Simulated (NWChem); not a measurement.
# C6H5 cation

```xyz
11

C      0.0000     0.0000    -1.1775
C      1.2742     0.0000    -0.8116
C      1.2124     0.0000     0.6167
C      0.0000     0.0000     1.3027
C     -1.2124     0.0000     0.6167
C     -1.2742     0.0000    -0.8116
H      2.1987     0.0000    -1.3934
H      2.1795     0.0000     1.1327
H      0.0000     0.0000     2.3946
H     -2.1795     0.0000     1.1327
H     -2.1987     0.0000    -1.3934
```
Atoms are numbered in this order, from 1.

Computed with NWChem. All runs use the structure optimised with PBE0/def2-SVP. GIAO values for the isolated, static molecule; σ is the absolute isotropic shielding, δ = σ(reference) − σ with the isolated reference molecule computed at the same levels (13C: tetramethylsilane, 1H: tetramethylsilane).

Task: What does the run give for BHandHLYP/pcSseg-1? Quantities: δ C1 (ppm); δ C2 (ppm); δ C3 (ppm); δ C4 (ppm); δ H7 (ppm); δ H8 (ppm); δ H9 (ppm).

Result: 
```yaml
"δ C1 (ppm)": 344.4
"δ C2 (ppm)": 101.1
"δ C3 (ppm)": 156.3
"δ C4 (ppm)": 141.1
"δ H7 (ppm)": 8.59
"δ H8 (ppm)": 8.42
"δ H9 (ppm)": 8.33
```
